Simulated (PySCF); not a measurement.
# One elementary step

Start structure (CH4BBr, singlet), relaxed at PBE0-D4/def2-TZVP:

```xyz
7
angstrom
B 0.3210 -0.4615 0.6130
Br 1.8250 -1.5542 0.1660
C -0.4131 0.3883 -0.4497
H -0.3351 1.4454 -0.1635
H 0.0060 -0.4818 1.7630
H -1.4866 0.1672 -0.4190
H -0.0494 0.2725 -1.4700
```

The step: CH₄BBr ([CH3][BH][Br]) → CH₃B ([BH][CH2]) + HBr; bonds formed: Br2–H4; bonds broken: B1–Br2, C3–H4. Computed with PySCF 2.14 with density fitting (its default auxiliary sets; JK sets also for MP2 and CCSD(T)) (basis: def2-TZVPP and def2-QZVPP); correlated methods freeze the cores. Filled d shells of the heavier atoms are correlated. The def2 sets are not built for correlating such inner shells, so the correlated values are less sure here. Extrapolation: Hartree–Fock as exp(−7.88 √X), correlation as X^−2.97. Energies below are by CCSD(T) at an estimated basis limit (MP2 extrapolated from triple and quadruple zeta, plus CCSD(T) − MP2 in triple zeta).

Task: What are the electronic barrier and the energy of the step, from the start structure to the end structure? (Judge from chemistry; the value comes from the calculation.)

Result: The calculation gives: Barrier 70.38 kcal/mol; step energy 66.35 kcal/mol (uphill); reverse barrier, their difference, 4.04 kcal/mol. Barrier and step energy count from the start structure, the reverse barrier from the end structure.

The saddle point: One imaginary mode of 163i cm⁻¹.
```tsv
pair	start (Å)	saddle (Å)	end (Å)
Br2–H4	3.71	1.49	1.45
B1–Br2	1.91	2.61	3.90
C3–H4	1.10	2.10	2.14
```

Zero-point energy (harmonic, PBE0-D4): ZPE is 30.89 kcal/mol at the start and 26.49 kcal/mol at the saddle, so the barrier goes from 70.38 to 65.98 kcal/mol.

No T1 diagnostic of these runs exceeds 0.011.

Labels in which every atom is bracketed show which atoms are joined, not bond orders.

For scale, one of the runs: CCSD(T)/def2-TZVPP, 166 basis functions, launched by `OMP_NUM_THREADS=4 python run.py`. Hardware: 4 CPU threads of a Oxide Virtual Turin-like, shared host. Wall time 110 s; peak host memory 1.7 GiB.
